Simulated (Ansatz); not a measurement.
```xyz
9

O    -1.731   -0.241    0.334
Mo    0.087   -0.236    0.078
O     0.356    1.493    0.653
Cl   -0.623    0.380   -2.091
Cl    2.236    0.070   -0.774
Cl    0.487   -1.008    2.180
Cl    0.356   -2.386   -0.637
H    -2.370   -0.027   -0.358
H     1.202    1.954    0.616
```

Charge 0, multiplicity 1. Mo takes the def2 core potential.

(1) List the B3LYP/def2-TZVPP orbital energies in eV (the Gaussian-basis code of Ansatz). (Estimate.)

## Answers

(1) The calculation gave: Occupied: -2763.13, -2762.88, -2762.70, -2762.36, -522.73, -522.63, -257.87, -257.63, -257.45, -257.11, -196.85, -196.80, -196.75, -196.62, -196.53, -196.53, -196.45, -196.36, -196.32, -196.11, -196.02, -195.99, -75.20, -47.90, -47.87, -47.69, -28.62, -28.52, -22.87, -22.51, -22.29, -21.97, -16.00, -15.69, -13.00, -12.69, -12.41, -12.10, -11.38, -11.03, -10.87, -10.49, -9.92, -9.53, -9.45, -9.23, -9.12, -8.58, -8.49, -8.43. Lowest empty: -5.30, -5.09, -4.70, -2.17, -1.31, -0.03, 0.58, 1.17.

B3LYP here is the variant with VWN-RPA as its local correlation; programs differ in this.
